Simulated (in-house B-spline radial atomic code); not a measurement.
A calculation on Sb4+ (an excited or competing configuration): its settings, and results tabulated from the run. All numbers are computed (scalar-relativistic (X2C) B3LYP, spin-polarised, spherical fractional occupations, exact exchange averaged over the configuration; Fermi nucleus of rms radius 4.6802 fm) with a radial B-spline atomic code at the basis-set limit, not measured.

Command:
```bash
python run_scf.py task.json out
```
Settings (nuclear radius in fm, mass in u):
```
Z                51
configuration    [Ar] 3d10 4s2 4p5 4d10 5s1 6s1
hamiltonian      x2c
method           b3lyp
spin_polarised   True
nucleus          fermi
rms_radius       4.6802
atomic_mass      120.90381
speed_of_light   137.035999084
exact_exchange   averaged over the configuration
```

Output (hartree, bohr):
```
 radial grid: 74 intervals, B-splines of order 8, outer radius 40.8511 bohr

 iter        energy (Eh)    residual
    1       -6453.935313    7.58e-01
    2       -6465.200679    5.94e-01
    3       -6472.299185    1.33e-01
    4       -6472.686987    3.59e-02
    5       -6472.702160    1.61e-02
    6       -6472.707306    4.25e-03
    7       -6472.707621    4.51e-04
    8       -6472.707622    6.44e-05
    9       -6472.707622    2.06e-06
   10       -6472.707622    7.58e-08

 total energy                     -6472.70762
 kinetic                            6830.9144
 electron-nucleus                 -15621.6999
 Hartree                            2488.0630
 exact exchange                      -33.3154
 exchange-correlation               -136.6698

 orbital      occ     eigenvalue          <r>       <r^2>       <1/r>       r_max
 1s up      1.000     -1116.8088    0.0278315  0.00105916     56.8831     0.01765
 1s down    1.000     -1116.7899    0.0278313  0.00105914     56.8833     0.01765
 2s up      1.000      -172.5490      0.12208   0.0176378     12.9199      0.1036
 2s down    1.000      -172.5364     0.122079   0.0176372     12.9197      0.1036
 2p up      3.000      -155.2155     0.106831   0.0139492     11.9757     0.08273
 2p down    3.000      -155.1986     0.106834   0.0139499     11.9753     0.08273
 3s up      1.000       -35.9013      0.32996    0.124599     4.53805      0.2999
 3s down    1.000       -35.8800     0.329956    0.124581     4.53721      0.2999
 3p up      3.000       -30.2066     0.328148    0.125024     4.23608      0.2933
 3p down    3.000       -30.1835     0.328215    0.125068     4.23477      0.2934
 3d up      5.000       -21.4658     0.305115    0.110351     3.98039      0.2441
 3d down    5.000       -21.4479     0.305029    0.110267     3.98098      0.2441
 4s up      1.000        -7.7958       0.7843    0.694775     1.79581      0.7203
 4s down    1.000        -7.6953     0.785458    0.696909     1.79267      0.7208
 4p up      3.000        -6.0079     0.840898    0.805253     1.62595      0.7582
 4p down    2.000        -5.9405      0.84132    0.806065     1.62552      0.7587
 4d up      5.000        -3.3599     0.980309     1.11936     1.34841       0.833
 4d down    5.000        -3.2937     0.982487     1.12489     1.34549      0.8345
 5s up      1.000        -2.1341      1.86231     3.87185    0.707788       1.712
 6s up      1.000        -0.9754      3.69632     15.1254    0.353911       3.624
```

Run time, properties included: 0.18 s on 1 thread of Intel(R) Xeon(R) 6975P-C, with other jobs on the host.

One-electron X2C: radii and densities carry no picture-change correction, so inner-shell <1/r> comes out high (for 1s by about 2 % at Z = 33, 5 % at 54, 10 % at 75, 30 % at 118) and <r> low.
